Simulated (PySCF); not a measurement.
InS: energy against distance

Set-up: In x2c-TZVPPall, S x2c-TZVPPall; spin-free X2C with a Gaussian nucleus (PySCF 2.14). Energies in eV from In + S in their ground configurations at the same level. All curves are PBE0. state 1: ²Σ⁺ (doublet), unpaired electrons σ ↑; state 2: ²Π (doublet), unpaired electrons π ↑, a second solution, started from another occupation; state 3: quartet, unpaired electrons σ ↑, π ↑↑, a mixture of terms (⟨Lz²⟩ = 2.0), a second solution, started from another occupation.

| R (Å) | state 1 | state 2 | state 3 |
| --- | --- | --- | --- |
| 1.958 | -2.132 | -0.548 | 1.8097 |
| 2.049 | -2.778 | -1.589 | 0.8494 |
| 2.140 | -3.119 | -2.288 | 0.2221 |
| 2.209 | -3.234 | -2.646 | -0.0874 |
| 2.277 | -3.264 | -2.893 | -0.2940 |
| 2.345 | -3.233 | -3.053 | -0.4221 |
| 2.436 | -3.130 | -3.163 | -0.5047 |
| 2.550 | -2.940 | -3.180 | -0.5153 |
| 2.687 | -2.673 | -3.084 | -0.4567 |
| 2.869 | -2.299 | -2.845 | -0.3418 |

Problem. Put a parabola through the three lowest points of the state 1 curve and estimate Re, k and ωe (reduced mass 25.01 u; 1 eV/Å² = 0.16022 mdyn/Å; ωe = 1302.8·√(k/μ) cm⁻¹).

Solution. Through R = 2.209, 2.277, 2.345 Å the second-order coefficient is 6.60 eV/Å², so Re ≈ 2.276 Å, k ≈ 2.11 mdyn/Å and ωe ≈ 379 cm⁻¹. A polynomial fit of higher order to the unrounded PBE0 energies gives Re = 2.273 Å, k = 2.11 mdyn/Å, ωe = 378 cm⁻¹; anharmonicity and rounding make the difference.

The higher-order fit for each curve: state 1: Re = 2.273 Å, ωe = 378 cm⁻¹, De = 3.26 eV; state 2: Re = 2.509 Å, ωe = 296 cm⁻¹, minimum 3.19 eV below the ground-state fragments; state 3: Re = 2.507 Å, ωe = 246 cm⁻¹, minimum 0.52 eV below the ground-state fragments.

Spin–orbit coupling is left out, which matters for elements this heavy, above all for dissociation energies. Counting both spins, an empty level lies below a filled one in some of these solutions, because spin and occupation are held. The state was picked by a PBE0 search and need not be the measured ground state.
